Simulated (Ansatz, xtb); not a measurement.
**GaH7OSi2: which of two isomers lies lower**

Structure a is `[SiH3][SiH2][O][GaH2]`, a singlet and structure b is `[SiH3][O][GaH][SiH3]`, a singlet. Both are isolated molecules in the gas phase, relaxed with B3LYP-D3(BJ)/def2-SVP; the shapes shown needn't be the lowest conformers.

a (Å):

```xyz
11

Ga   -0.5262   -0.2589    0.5523
O     0.8136    0.4106   -0.4369
Si   -0.7146    0.7408   -3.4094
Si    1.1552    0.9262   -1.9798
H    -1.8564    1.5631   -2.9048
H    -0.3612    1.2171   -4.7818
H    -1.1742   -0.6783   -3.5069
H     1.5975    2.3539   -1.9484
H     2.2765    0.1157   -2.5461
H    -1.8806   -0.4686   -0.2042
H    -0.1394   -0.5363    2.0367
```

b (Å):

```csv
atom,x (Å),y (Å),z (Å)
Ga,-1.0242,-0.0449,-1.8221
O,-0.9523,1.1433,-0.4673
Si,0.1793,1.9668,0.4193
Si,1.1296,-0.7204,-2.7008
H,1.5653,1.6276,-0.0404
H,-0.0165,3.4384,0.2701
H,0.0650,1.6109,1.8639
H,-2.5012,-0.4270,-2.1867
H,1.8660,0.4752,-3.2095
H,1.9429,-1.3486,-1.6170
H,0.9830,-1.7011,-3.8168
```

Energies in hartree; the thermal terms are from B3LYP-D3(BJ)/def2-SVP harmonic frequencies (ideal gas, rigid rotor, one conformer each, 298.15 K, 1 atm) and include the zero-point energy:

```
                               a            b
E, CCSD(T)/def2-SVP  −2580.274078  −2580.284319
    E, MP2/def2-SVP  −2580.212003  −2580.222329
  E, MP2/def2-TZVPP  −2580.885018  −2580.895280
  zero-point energy      0.059658      0.060618
       H(298 K) − E      0.069129      0.070298
       G(298 K) − E      0.024973      0.025204
```

Task: Correct the CCSD(T) difference for the basis set by the MP2 change, then work out ΔE, ΔE₀, ΔH and ΔG for a → b in kcal/mol (1 Eh = 627.51 kcal/mol) and the equilibrium ratio [b]/[a].

Result: 1. Differences b − a: CCSD(T) −0.010241, MP2 in the small set −0.010326, MP2 in the large set −0.010262 Eh.
2. ΔE = −0.010241 + (−0.010262 − (−0.010326)) = −0.010177 Eh = −6.39 kcal/mol.
3. ΔE₀ = ΔE + ΔZPE = −0.010177 + (+0.000960) Eh = −5.78 kcal/mol.
4. ΔH = ΔE + (+0.001169) Eh = −5.65 kcal/mol.
5. ΔG = ΔE + (+0.000231) Eh = −6.24 kcal/mol, so ΔS = (ΔH − ΔG)/T = +8.3 J/(mol K).
6. kT = 0.9442 mEh, so K = [b]/[a] = exp(−ΔG/kT) = exp(+10.53) ≈ 3.8 × 10^4.

Structure b is favoured at this temperature. An error of 1 kcal/mol in ΔG would change K by a factor of 5.4. Mirror images and further conformers aren't counted.

As drawn, b has 1 Ga–Si, 1 Si–H in place of 1 Si–Si, 1 Ga–H.

Other levels gave ΔE = −5.7 (B3LYP-D3(BJ)/def2-SVP); −6.4 (HF/def2-SVP); −6.5 (MP2/def2-SVP); −6.4 (CCSD(T)/def2-SVP) kcal/mol. The correlated steps freeze 20 core orbitals; the filled d shell of Ga is correlated, in a basis made for valence electrons. Programs: Ansatz 0.2.0.
